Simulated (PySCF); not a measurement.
These are B3LYP-D3(BJ)/def2-TZVP run with PySCF values and carry that method's errors. Isolated molecules, 0 K electronic values unless said otherwise. One relaxed conformer stands for a flexible species; it need not be the lowest. B3LYP has the VWN-RPA correlation part, as in Gaussian. Delta-SCF ions had no search for a lower state. Excitations are Tamm–Dancoff values on a coarser integration grid. The basis has no diffuse functions, so Rydberg states are missing or too high.

Reference species (SMILES): `C([C@@H](C=C)[SiH3])#N` (neutral, multiplicity 1).

```yaml
T1 excitation (TDA): 4.34 eV
vertical ionisation energy (Delta-SCF): 9.81 eV
HOMO–LUMO gap: 6.86 eV
HOMO: -7.69 eV
```

Changed species: `C(/[SiH3])=C(\C)C#N`.

What does the change do to the T1 excitation (TDA), vertical ionisation energy (Delta-SCF), HOMO–LUMO gap and HOMO?

the T1 excitation (TDA) decreases by 0.72 eV, to 3.62 eV; the vertical ionisation energy (Delta-SCF) goes up by 0.10 eV, to 9.91 eV; the HOMO–LUMO gap falls by 0.92 eV, to 5.94 eV; the HOMO falls by 0.15 eV, to -7.84 eV.
